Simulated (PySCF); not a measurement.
# Computed records: CH7BOSi, CH2AlO

All values are calculated (PySCF 2.14.0). Calculation on a computer-drawn molecule: optimised geometry and harmonic frequencies of an isolated molecule of the commonest isotopes, restricted reference for singlets and unrestricted otherwise, frozen core in MP2.

Common to all runs: charge 0; method HF; basis cc-pV(D+d)Z.

(1) CH7BOSi

Start structure:
```xyz
11
CH7BOSi
B      0.7559    -0.5677     1.6471
Si    -0.4280    -1.1309     0.2492
O     -1.0840     0.2232    -0.4041
C     -1.9906     0.3615    -1.4520
H      1.3126    -1.3245     2.1885
H      0.9640     0.5950     1.8796
H      0.1359    -1.8995    -0.8828
H     -1.5992    -2.0331     0.6645
H     -2.1678     1.4475    -1.6463
H     -2.9013    -0.0920    -1.1536
H     -1.6812    -0.0896    -2.3693
```

Here we set multiplicity 1.

Results for CH7BOSi: rotational constants 18.17, 3.017, 2.711 GHz; total energy -430.4226 hartree; convergence status largest gradient component 7.505e-06 hartree/bohr.

Drawn bonds:
```
atom  other atom  order
   1           2      1
   2           3      1
   3           4      1
   1           5      1
   1           6      1
   2           7      1
   2           8      1
   4           9      1
   4          10      1
   4          11      1
```

Optimised structure:
```xyz
11
CH7BOSi
B      0.8248    -0.5928     1.6813
Si    -0.4824    -1.0584     0.2026
O     -1.1213     0.3133    -0.4610
C     -2.0557     0.3647    -1.5029
H      1.3827    -1.4764     2.2741
H      1.0736     0.5357     1.9993
H      0.2021    -1.8549    -0.8531
H     -1.5775    -1.9136     0.7386
H     -2.2786     1.4099    -1.7132
H     -2.9872    -0.1407    -1.2302
H     -1.6641    -0.0968    -2.4146
```

Modes:
```
frequency (cm⁻¹)  reduced mass (dalton)
           82.23                   2.22
           97.68                  1.056
           119.4                  1.235
           155.8                  2.685
           280.2                  3.084
           465.2                  1.193
           603.7                  2.149
           698.8                  1.963
           798.1                  5.021
           803.2                  1.129
           978.5                  1.238
           981.3                  1.368
            1032                  1.061
            1222                  4.547
            1265                  1.205
            1271                  1.275
            1304                  1.479
            1596                  1.141
            1601                  1.048
            1605                  1.044
            2254                  1.049
            2271                   1.03
            2676                  1.055
            2757                  1.123
            3160                  1.035
            3223                  1.107
            3272                  1.102
```

(2) CH2AlO

Start structure:
```xyz
5
CH2AlO
C     -0.3266     0.9439    -0.3382
Al    -0.5830    -0.5521     0.9233
O     -0.8520    -1.7667     1.8735
H     -0.9247     1.8833    -0.3043
H      0.4249     0.9105    -1.1120
```

Settings of this run: multiplicity 2.

It finds rotational constants 302.5, 5.274, 5.184 GHz; total energy -355.7533 hartree; spin squared 0.7607; convergence status largest gradient component 1.457e-05 hartree/bohr.

Drawn bonds:
```
atom  other atom  order
   1           2      1
   2           3      2
   1           4      1
   1           5      1
```

Optimised structure:
```xyz
5
CH2AlO
C     -0.3302     0.9258    -0.3203
Al    -0.6074    -0.5322     0.8803
O     -0.8357    -1.7339     1.8700
H     -0.9114     1.8438    -0.2839
H      0.4233     0.9153    -1.1038
```

Modes:
```
frequency (cm⁻¹)  reduced mass (dalton)
           199.8                  4.994
           214.4                  7.138
           582.8                  1.319
           670.9                  5.648
             676                  1.288
            1219                  17.34
            1463                  1.116
            3261                  1.054
            3358                  1.112
```
